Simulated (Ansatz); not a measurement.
Z-matrix (Å, degrees):
```
Si
O 1 1.667
Si 1 2.345 2 97.8
N 1 1.707 2 117.1 3 -119.5
H 1 1.490 2 108.6 3 122.9
H 2 0.959 1 118.7 3 -174.4
O 3 1.654 1 106.8 2 15.1
H 3 1.487 1 113.4 2 135.1
H 3 1.494 1 109.9 2 -105.3
H 4 1.006 1 123.0 2 71.2
H 4 1.006 1 123.0 2 -93.3
H 7 0.962 3 113.0 1 -13.5
```

Total charge 0; spin multiplicity 1.

Q: List the ωB97M-V/def2-TZVPP orbital energies in eV (Ansatz 0.2.0). (Best estimate.)

A: Ansatz gave: Occupied: -1807.29, -1806.97, -526.17, -525.76, -394.24, -148.26, -147.99, -102.39, -102.37, -102.35, -102.12, -102.09, -102.09, -30.88, -30.47, -26.59, -18.77, -17.81, -16.63, -16.12, -15.17, -13.81, -13.22, -12.91, -12.69, -11.62, -10.80, -10.43, -9.63. Lowest empty: 1.53, 1.72, 2.87, 3.01, 3.31, 3.60, 3.97, 4.27.
